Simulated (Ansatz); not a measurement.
Basis-set series for CH$_{7}$BN$_{2}$, SMILES `CNBN`. Total charge 0; spin multiplicity 1. All single points use the PBE0-D4/def2-TZVP geometry. It is one conformer, not always the lowest.

Z-matrix (Å, degrees):
```
C
N 1 1.440
H 1 1.096 2 112.2
H 1 1.096 2 112.2 3 121.6
H 1 1.091 2 109.0 3 -119.2
B 2 1.407 1 125.7 3 119.2
H 2 1.008 1 114.2 3 -60.8
N 6 1.411 2 123.0 1 -180.0
H 6 1.201 2 118.5 1 0.0
H 8 1.005 6 124.6 2 -0.0
H 8 1.002 6 121.8 2 -180.0
```

```json
{"functional": "PBE0-D4", "basis": "def2-SVP", "functions": "91", "energy (Eh)": "-176.40833", "HOMO (eV)": "-6.23", "LUMO (eV)": "2.07"}
{"functional": "PBE0-D4", "basis": "def2-QZVPP", "functions": "438", "energy (Eh)": "-176.61967", "HOMO (eV)": "-6.49", "LUMO (eV)": "0.73"}
{"functional": "ωB97M-V", "basis": "def2-SVP", "functions": "91", "energy (Eh)": "-176.52355", "HOMO (eV)": "-8.55", "LUMO (eV)": "3.67"}
{"functional": "ωB97M-V", "basis": "def2-QZVPP", "functions": "438", "energy (Eh)": "-176.74417", "HOMO (eV)": "-8.81", "LUMO (eV)": "1.71"}
```

Question: Give the rows for def2-TZVPP. (Best estimate.)

Answer: Computed: 
```json
{"functional": "PBE0-D4", "basis": "def2-TZVPP", "functions": "222", "energy (Eh)": "-176.60875", "HOMO (eV)": "-6.45", "LUMO (eV)": "1.13"}
{"functional": "ωB97M-V", "basis": "def2-TZVPP", "functions": "222", "energy (Eh)": "-176.73369", "HOMO (eV)": "-8.77", "LUMO (eV)": "2.39"}
```

Positive LUMOs are unbound and depend on the basis.
